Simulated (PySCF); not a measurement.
Numbering as in the mapped SMILES `[F:1][C@@H:2]1[CH2:3][C@H:4]([F:5])[C:6]1([F:7])[F:8]` (H(Xn): hydrogen on atom n). Ha(C3) is cis to F1 on the ring; Hb(C3) is trans to F1 on the ring.

[PySCF: coordinates at the GFN2-xTB level; PBE0/pcSseg-1 with gauge-including orbitals; one averaged value for each set of equivalent atoms; one computed conformer; non-relativistic Hamiltonian; in vacuum]

Question: List the cross peaks expected in HSQC, COSY and HMBC spectra.

Answer: 

HSQC (one-bond C–H):
```
                δH            δC
4.98 (H(C2)/H(C4))  90.6 (C2/C4)
     2.76 (Hb(C3))     33.3 (C3)
     2.41 (Ha(C3))     33.3 (C3)
```

COSY cross peaks (H two or three bonds apart, from the bond graph; peaks can be absent where the dihedral angle is near 90°):
```
                δH             δH
4.98 (H(C2)/H(C4))  2.76 (Hb(C3))
4.98 (H(C2)/H(C4))  2.41 (Ha(C3))
     2.76 (Hb(C3))  2.41 (Ha(C3))
```

HMBC (two and three bonds, from the bond graph):
```
                δH                                   δC
4.98 (H(C2)/H(C4))  125.5 (C6), 90.6 (C2/C4), 33.3 (C3)
     2.76 (Hb(C3))             125.5 (C6), 90.6 (C2/C4)
     2.41 (Ha(C3))             125.5 (C6), 90.6 (C2/C4)
```

Chemical shifts δ = σref − σ; $^{1}$H and $^{13}$C against TMS, all at this level.

Shifts are as computed. Against solution values, carbons near 30 ppm lie about +3 ppm off and those near 130 ppm about +5 ppm. Of 1309 compounds with measured shifts, 239 miss one by over three times the rms of a fit or turn the order of signals round; such compounds aren't used in these exercises.
